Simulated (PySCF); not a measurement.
CH3Cl2NSi2, SMILES N1[SiH2][Si](Cl)(Cl)C=1. Atoms are numbered in the order given.

```xyz
9

Cl     1.4752    -0.1011    -1.6808
Si     0.2612     0.0197     0.0000
Cl     1.4752    -0.1011     1.6808
C     -0.9885     1.4763     0.0000
N     -2.1634     0.9455     0.0000
Si    -1.9211    -0.8504     0.0000
H     -0.8654     2.5776     0.0000
H     -2.4890    -1.4934     1.2194
H     -2.4890    -1.4934    -1.2194
```

Geometry: r2SCAN-D4/def2-SVP. This is a generated structure with no PubChem entry under its InChIKey; it may be hypothetical.

Vertical ionisation energy (IE) and electron affinity (EA) in eV. Rows of orbital energies are one-electron estimates. Where ΔSCF, EOM or ADC give a negative EA the extra electron is unbound and the value depends on the basis.

```csv
level,IE,EA
"−ε(HOMO), −ε(LUMO), B3LYP/def2-TZVP (PySCF)",7.12,2.01
"−ε(HOMO), −ε(LUMO), PBE/def2-TZVP (PySCF)",6.06,2.90
```
